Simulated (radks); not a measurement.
Initial-state core-level shifts of the arsenic ion As+ when its valence configuration changes from [Ar] 3d10 4s2 4p2. All-electron calculation, Dirac Kohn-Sham, BLYP, spin-unpolarised, spherical densities, finite nucleus; open shells fill j = l - 1/2 first; Fermi nuclear charge, rms radius 4.0968 fm. Program: a radial shooting solver on a logarithmic mesh with Libxc functionals. Shifts are changes of the shell-averaged eigenvalues in eV (positive: less bound); the change of the density at the nucleus, which sets a Mossbauer isomer shift, is in e/bohr^3, on a base of 3.558e+04.

| valence | 1s | 2s | 2p | 3p | density at nucleus |
|---|---|---|---|---|---|
| 3d8 4s2 4p4 | -27.620 | -30.580 | -30.338 | -23.803 | +29.052 |
| 3d9 4s1 4p4 | -15.021 | -16.362 | -16.237 | -13.330 | -13.382 |
| 3d9 4s2 4p3 | -13.379 | -14.767 | -14.648 | -11.729 | +13.937 |
| 3d10 4s1 4p3 | -1.778 | -1.714 | -1.710 | -1.737 | -23.754 |
| 3d8 4s1 4p5 | -29.143 | -32.072 | -31.820 | -25.288 | -1.831 |
| 3d9.5 4s2 4p2.5 | -6.580 | -7.249 | -7.191 | -5.818 | +6.817 |
| 3d10 4p4 | -3.470 | -3.347 | -3.338 | -3.396 | -48.947 |
| 3d10 4s1.5 4p2.5 | -0.900 | -0.868 | -0.866 | -0.879 | -11.689 |
| 3d10 4s0.5 4p3.5 | -2.634 | -2.540 | -2.534 | -2.576 | -36.178 |
